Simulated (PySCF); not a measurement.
H2O3P, SMILES O[P](O)=O, multiplicity 2. Atoms are numbered in the order given.

```xyz
6

O      1.4970    -0.0612     0.5160
P      0.2220    -0.0072    -0.2885
O     -0.9478    -1.1521     0.0557
O     -0.6933     1.3374    -0.0087
H     -0.5489    -2.0461     0.0651
H     -1.6280     1.1600    -0.2417
```
Charge 0, spin multiplicity 2.

The structure is a stationary point at PBE-D3(BJ)/def2-SVP. The isomer is the one that the SMILES or the coordinates give; other isomers of the formula were not compared. The values are those of a single conformer.

Level of theory: B3LYP/def2-TZVPD in PySCF.

Mulliken values depend strongly on the basis, most of all with diffuse functions as here. ESP charges are fitted to the potential on shells at 1.4 to 2.0 van der Waals radii. Atomic charges (e):

```tsv
atom	meta-Löwdin	ESP fit	Mulliken spin
O1	-0.73	-0.36	0.25
P2	1.36	0.39	0.56
O3	-0.69	-0.47	0.10
O4	-0.67	-0.37	0.09
H5	0.36	0.42	0.00
H6	0.36	0.39	0.00
```
